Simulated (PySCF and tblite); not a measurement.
Results of a calculation; reference values are marked as such.
## Rotation: stationary points, barriers and rates

System: C4H8S2Si, numbered as in [CH3:1][S:2][S:3][C:4]1=[CH:5][SiH2:6][CH2:7]1.

Motion: rotation about the S2–S3 bond (torsion C1–S2–S3–C4 from -86° to 92°, rising). Level: PBE0/pcSseg-1 + D3(BJ) on GFN2-xTB stationary points, with GFN2-xTB thermal terms. Rates follow Eyring's equation with the number of equivalent paths and no tunnelling. Shieldings: GIAO at the same DFT level; methyl-like tops are averaged, other torsions stay as in the two minima; line shapes leave out couplings. (PySCF 2.14 with density fitting, tblite 0.8.)

| point | symmetry | E(GFN2) kcal/mol | E(DFT) kcal/mol | ZPE change kcal/mol | lowest mode cm⁻¹ | dipole D |
| --- | --- | --- | --- | --- | --- | --- |
| start | C1 | 0.0 | 0.0 | 0.00 | 48 | 1.88 |
| saddle | C1 | 10.2 | 14.2 | -0.17 | 113i | 2.77 |
| end | C1 | 0.7 | 1.4 | -0.05 | 37 | 1.96 |

- Electronic barrier: 14.2 kcal/mol
- Barrier with zero-point energy: 14.0 kcal/mol
- ΔH‡ (298 K): 13.5 kcal/mol
- ΔS‡ (298 K, symmetry apart): -3.5 cal/(mol K)
- Paths: 1 equivalent path
- End point: a different minimum
- Mean lifetime of the start against this motion at 298 K: 7.1 ms
- Cost: 100 s on 1 thread of AMD EPYC 7B13, shared host (rough), peak memory 0.85 GiB, launched as `OMP_NUM_THREADS=1 python ens_run.py task.json out`

```tsv
T/K	ΔG‡ kcal/mol	k s⁻¹	ΔG kcal/mol	k back s⁻¹
150	14.2	6.7×10⁻⁹	1.4	6.5×10⁻⁷
200	14.3	0.001	1.4	0.031
250	14.4	1.3	1.3	20
298	14.5	141	1.3	1340
350	14.7	5140	1.3	3.4×10⁴
400	14.8	6.9×10⁴	1.3	3.6×10⁵
500	15.1	2.6×10⁶	1.3	9.8×10⁶
```

ΔG and ΔG‡ leave out symmetry numbers and mirror images; rates count paths: 1 out, 1 back.

Sites that the motion interchanges:

```tsv
nucleus	site	ppm	scale
¹³C	C4 (start)	165.0	δ against TMS
¹³C	C4 (end)	169.9	δ against TMS
²⁹Si	Si6 (start)	-56.9	δ against TMS
²⁹Si	Si6 (end)	-62.6	δ against TMS
¹³C	C1 (start)	25.6	δ against TMS
¹³C	C1 (end)	30.0	δ against TMS
```

```json
{"nucleus": "¹³C", "sites": "C4 (start) / C4 (end)", "¹H MHz": "100", "spread Hz": "122", "coalescence K": "277", "k there s⁻¹": "23"}
{"nucleus": "¹³C", "sites": "C4 (start) / C4 (end)", "¹H MHz": "500", "spread Hz": "612", "coalescence K": "298", "k there s⁻¹": "138"}
{"nucleus": "¹³C", "sites": "C4 (start) / C4 (end)", "¹H MHz": "800", "spread Hz": "978", "coalescence K": "304", "k there s⁻¹": "234"}
{"nucleus": "²⁹Si", "sites": "Si6 (start) / Si6 (end)", "¹H MHz": "100", "spread Hz": "114", "coalescence K": "276", "k there s⁻¹": "21"}
{"nucleus": "²⁹Si", "sites": "Si6 (start) / Si6 (end)", "¹H MHz": "500", "spread Hz": "568", "coalescence K": "297", "k there s⁻¹": "127"}
{"nucleus": "²⁹Si", "sites": "Si6 (start) / Si6 (end)", "¹H MHz": "800", "spread Hz": "909", "coalescence K": "303", "k there s⁻¹": "215"}
{"nucleus": "¹³C", "sites": "C1 (start) / C1 (end)", "¹H MHz": "100", "spread Hz": "112", "coalescence K": "276", "k there s⁻¹": "21"}
{"nucleus": "¹³C", "sites": "C1 (start) / C1 (end)", "¹H MHz": "500", "spread Hz": "560", "coalescence K": "297", "k there s⁻¹": "125"}
{"nucleus": "¹³C", "sites": "C1 (start) / C1 (end)", "¹H MHz": "800", "spread Hz": "896", "coalescence K": "303", "k there s⁻¹": "211"}
```

Unscaled ²⁹Si shifts at such levels can be off by tens of ppm; differences are more reliable.
